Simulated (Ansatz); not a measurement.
`C[SiH](N)[GeH3]` + H₂Se → `[GeH3][SeH]` + `C[SiH2]N`  (cleavage of the Ge–Si bond)

Gas-phase electronic energies from Ansatz, PBE0-D4/def2-TZVP geometries. CCSD(T)/CBS adds triple-zeta CCSD(T) − MP2 to the extrapolated MP2 energy (def2 sets, frozen cores). Functionals use def2-TZVPP. For Ge, Se outer-core shells are correlated without core-valence functions, which leaves a few kJ/mol of doubt a bond. Scalar relativity is left out up to krypton. One conformer a species, not always the lowest.

```
             level  ΔE (kcal/mol)  difference from CCSD(T)/CBS
         r2SCAN-D4           -9.1                          0.6
           PBE0-D4           -8.8                          0.9
        r2SCANh-D4           -9.4                          0.3
        r2SCAN0-D4           -9.9                         -0.2
          BHLYP-D4          -11.1                         -1.4
           ωB97X-V          -10.0                         -0.3
            revPBE           -8.8                          0.9
            r2SCAN           -9.3                          0.4
  CCSD(T)/def2-SVP           -9.8                         -0.1
SCS-MP2/def2-TZVPP          -11.7                         -2.0
       CCSD(T)/CBS           -9.7                            0
```

Largest T1 diagnostic among the species: 0.011.

In def2-TZVPP, CCSD(T) changes the Hartree–Fock value by +5.0 kcal/mol (the triples alone add +0.5 kcal/mol) and MP2 by +3.6 kcal/mol. From r2SCAN to r2SCAN0 (25 % exact exchange), in def2-TZVPP and without D4, ΔE moves by −0.9 kcal/mol.

CCSD(T)/CBS has its own doubt, a few kJ/mol and more with outer-core shells, so smaller differences from it don't rank the levels.
